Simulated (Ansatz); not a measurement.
Basis-set series for `[F][Al][Br]` radical. The species carries charge 0 and has multiplicity 2. The geometry is a stationary point of PBE0-D4/def2-TZVP.

| functional | basis | functions | energy (Eh) | HOMO (eV) | LUMO (eV) |
| --- | --- | --- | --- | --- | --- |
| PBE0-D4 | def2-SVP | 64 | -2915.55324 | -6.70 | -3.34 |
| PBE0-D4 | def2-TZVPP | 121 | -2916.08130 | -6.78 | -3.37 |
| ωB97M-V | def2-SVP | 64 | -2915.87534 | -8.37 | -1.94 |
| ωB97M-V | def2-TZVPP | 121 | -2916.40288 | -8.46 | -1.93 |

(1) Give the rows for def2-QZVPP. (Best estimate.)

## Answers

(1) The calculation gave: 
```tsv
functional	basis	functions	energy (Eh)	HOMO (eV)	LUMO (eV)
PBE0-D4	def2-QZVPP	216	-2916.14755	-6.80	-3.38
ωB97M-V	def2-QZVPP	216	-2916.46689	-8.50	-1.99
```

HOMO and LUMO are taken over both spins. Scalar relativity is left out up to krypton.

All numbers were calculated with Ansatz.
